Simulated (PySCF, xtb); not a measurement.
SnCl3, SMILES [Cl][Sn-]([Cl])[Cl], charge -1.

GFN2-xTB (xtb 6.7.1) at its own geometry gives an orbital gap of 6.17 eV.

Geometry optimised at r2SCAN-D4/def2-SVPD. The isomer is the one that the SMILES or the coordinates give; other isomers of the formula were not compared. The def2 effective core potentials stand for the cores of Sn; spin–orbit coupling is left out.

Q: What does HF/def2-TZVPD (PySCF) give? (Estimate from the structure and the level; the computed values follow.)

A: gap 9.36 eV (levels -5.04 and 4.32 eV).
